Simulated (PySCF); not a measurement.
## Static response to an electric field

C₂H₅F₃SSi.
Geometry (GFN2-xTB, Å), atoms numbered from 1 in this order:
```
atom  x, y, z in Å
C1     1.9281   -0.4765   -0.0922
S2     0.6622   -1.1447    1.0214
C3    -0.5567    0.2329    0.9721
Si4   -1.5815    0.2892   -0.6018
F5    -2.1600    1.7381   -0.8990
F6    -2.8322   -0.6807   -0.5825
F7    -0.8066   -0.0886   -1.9326
H8     2.2862    0.4742    0.2943
H9     2.7378   -1.1991   -0.1020
H10    1.5243   -0.3593   -1.0928
H11   -1.1963    0.0589    1.8371
H12   -0.0041    1.1549    1.1519
```

Level: B3LYP/def2-SVPD (PySCF), static field, nuclei fixed, core orbitals frozen in the response. The polarisability tensor in these axes (au):

```
x   76.61 -6.13  0.95
y   -6.13 63.44 -3.22
z    0.95 -3.22 64.19
```

**Question.** What are the eigenvalues, a third of the trace, and Δα (Δα² = ½Σ(αi − αj)² over the three pairs)?

**Answer.** Principal values 59.47, 65.45 and 79.32 au; mean 68.08 au = 10.09 Å³ = 11.22 × 10⁻⁴⁰ C²·m²/J; Δα = 17.64 au (26 % of the mean).

**Question.** What is the dipole moment, and where does it point?

**Answer.** (2.05, 0.92, 1.47) D, 2.69 D in size, pointing from the negative to the positive side. Measured along this direction, the outermost atoms are F6 at the negative end and H8 at the positive end.

**Question.** In TDDFT the mean static polarisability is Σ f/ω² over all singlet excitations (ω in hartree). How much of it do the 8 lowest give? Their energies (eV) and oscillator strengths: 5.12, 0.0055; 5.54, 0.0084; 5.99, 0.0111; 6.62, 0.0079; 6.72, 0.0297; 6.86, 0.0203; 7.14, 0.0039; 7.45, 0.0139.

**Answer.** They add up to 1.77 au, 2.6 % of the 68.08 au; the largest single term is 0.49 au, from the state at 6.72 eV. Terms in order: 0.16, 0.20, 0.23, 0.13, 0.49, 0.32, 0.06, 0.19 au. Higher excitations give the rest. The strengths listed sum to 0.101.

**Question.** Rayleigh depolarisation ratio (linearly polarised light, static tensor)?

**Answer.** ρ = 3Δα²/(45ᾱ² + 4Δα²) = 933.0/(208564 + 1244.0) = 0.00445.

**Question.** What are the principal values of the traceless quadrupole moment, Θ = ½Σq(3rr − r²1), about the centre of nuclear charge?

**Answer.** -7.77, 0.70, 7.07 D·Å. The values depend on the origin, since the dipole doesn't vanish. The electronic extent ⟨r²⟩ about the same centre is 1198 bohr², a root-mean-square distance of 2.13 Å for the 74 electrons.

Isolated species at its GFN2-xTB geometry (one conformer only).
